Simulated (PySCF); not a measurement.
**Dipole response of Ag (silver, neutral)**

[Kr] 4d9 5s2, 2D determinant (an excited configuration). Calculation: PySCF 2.14, in aug-cc-pVDZ-PP with ECP28MDF (5s5p4d2f, 54 functions); a scalar-relativistic core potential. Coupled (time-dependent) response in atomic units; α is the mean over directions. A double-zeta set is small for polarisabilities.

```json
{"method": "UHF", "mean α (bohr³)": "68.94", "α xx, yy, zz": "69.87, 69.87, 67.08", "C₆ (like pair)": "688.5", "S(−4)": "2400"}
{"method": "PBE", "mean α (bohr³)": "50.06", "α xx, yy, zz": "50.62, 50.62, 48.94", "C₆ (like pair)": "457.6", "S(−4)": "1163"}
{"method": "PBE0", "mean α (bohr³)": "53.62", "α xx, yy, zz": "54.32, 54.32, 52.24", "C₆ (like pair)": "499.9", "S(−4)": "1347"}
{"method": "M06-L", "mean α (bohr³)": "51.68", "α xx, yy, zz": "52.37, 52.37, 50.32", "C₆ (like pair)": "488.7", "S(−4)": "1169"}
```

S(−4) is the Cauchy moment in α(ω) = α(0) + S(−4) ω² + …

Spin-orbit coupling is absent.

α(iu) at UHF:

| u (hartree) | α(iu) (bohr³) |
| --- | --- |
| 0 | 68.94 |
| 0.0500 | 63.52 |
| 0.100 | 51.90 |
| 0.200 | 31.50 |
| 0.300 | 20.43 |
| 0.500 | 11.17 |
| 0.750 | 6.989 |
| 1.00 | 5.083 |
| 1.50 | 3.235 |
| 2.00 | 2.285 |
| 3.00 | 1.308 |
| 5.00 | 0.5769 |

A single London oscillator, α(iu) = α/(1 + u²/ω²), gives C₆ = (3/4) ω α². Matching the computed C₆ needs ω = 4 × 688.5 / (3 × 68.94²) = 0.193 hartree.

The components differ because the open shell of this determinant is not spherical; for a pure term their mean is the scalar polarisability.

Energies and moments cover only the electrons outside the core potential.
